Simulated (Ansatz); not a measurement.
Start from `[F][In]([Cl])[Cl]` and change one atom or group to get `C[O][In]([F])[Cl]`.

Ansatz, PBE0-D4/def2-TZVP geometries, multiplicity 1. Each molecule was computed in one conformer, which needn't be the lowest.

Elements past krypton have def2 core potentials.

```tsv
property	`[F][In]([Cl])[Cl]`
HOMO energy (PBE0/def2-TZVPP) / eV	-9.64
ideal-gas entropy at 298 K and 1 bar (rigid rotor, harmonic PBE0-D4/def2-TZVP) / J/(mol·K)	340
LUMO energy (B3LYP/def2-TZVPP) / eV	-3.34
HOMO–LUMO gap (PBE/def2-TZVPP) / eV	4.30
HOMO–LUMO gap (PBE0/def2-TZVPP) / eV	6.63
size of the dipole moment (B3LYP/def2-TZVPP) / D	1.03
```

Q: Give the same properties after the change, and the shifts. (Best estimate.)

A: Computed: 
| property | `C[O][In]([F])[Cl]` | shift |
| --- | --- | --- |
| HOMO energy (PBE0/def2-TZVPP) / eV | -8.31 | 1.33 |
| ideal-gas entropy at 298 K and 1 bar (rigid rotor, harmonic PBE0-D4/def2-TZVP) / J/(mol·K) | 393 | 53 |
| LUMO energy (B3LYP/def2-TZVPP) / eV | -2.95 | 0.39 |
| HOMO–LUMO gap (PBE/def2-TZVPP) / eV | 3.27 | -1.03 |
| HOMO–LUMO gap (PBE0/def2-TZVPP) / eV | 5.70 | -0.93 |
| size of the dipole moment (B3LYP/def2-TZVPP) / D | 1.55 | 0.52 |

With PBE0 the HOMO rises by 1.33 eV and the LUMO rises by 0.40 eV, so the gap narrows by about 0.93 eV. PBE moves the HOMO by 1.42 eV and ωB97M-V by 1.21 eV. The zero-point energy changes by 105.3 kJ/mol with +12 modes. Dipoles are sizes alone; their direction can turn. Modes under 60 cm⁻¹, often nearly free rotors, make the harmonic entropy too high.

B3LYP here is the variant with VWN-RPA as its local correlation; programs differ in this.
